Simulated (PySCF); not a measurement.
CHO, SMILES [C][OH+] (connectivity only; charge and spin as stated), charge +1, multiplicity 1. Geometry optimised at PBE0-D3(BJ)/def2-TZVPD.

TDDFT-PBE0/def2-TZVPD (PySCF 2.14.0) puts the lowest singlet excitations at 8.27, 8.27, 10.60, 10.82, 10.94, 10.94 eV and the lowest triplet (TDA) at 4.89 eV.

Q: What are the lowest singlet roots from EOM-CCSD/aug-cc-pVDZ (PySCF 2.14.0)? (The exact figures need the calculation; the answer reports its results.)

A: 8.75, 8.75, 10.83, 10.83, 10.85, 11.50 eV; triplets 5.39, 5.39, 9.41 eV. S1 differs by 0.48 eV (second minus first; roots are paired by order, and the bases may differ).
